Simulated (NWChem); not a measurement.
System: SrH2SO; SMILES [OH][Sr][SH]

The following NWChem deck was run.

```
start job
memory heap 200 mb stack 900 mb global 1100 mb
geometry units angstroms noautoz
  Sr    -0.189685    -0.367210     0.016957
  O      0.861768    -2.224591    -0.014380
  H      1.462169    -2.971300    -0.021165
  S      0.286476     2.368250     0.015003
  H     -1.031383     2.680913     0.054064
end
basis spherical
  * library def2-svp
end
ecp
  Sr library def2-ecp
end
dft
  xc xpbe96 cpbe96
  iterations 150
  vectors input atomic output neutral.movecs
end
task dft energy
charge 1
dft
  odft
  mult 2
  vectors input atomic output cation.movecs
end
task dft energy
```

The geometry was optimised at PBE0/def2-SVP. No frequency run checked for a minimum. def2 effective core potentials on Sr; no spin-orbit coupling.

Ions are spin-unrestricted doublets at the neutral geometry; other ion states weren't tried.

Question: What results follow from this input? (PBE/def2-SVP with def2 effective core potentials on Sr, vertical spin-unrestricted ions.) Quantities: vertical ionisation energy, ΔSCF (eV); −ε(HOMO) (eV).

Answer: 
| Quantity | Value |
|---|---|
| vertical ionisation energy, ΔSCF (eV) | 7.82 |
| −ε(HOMO) (eV) | 4.68 |
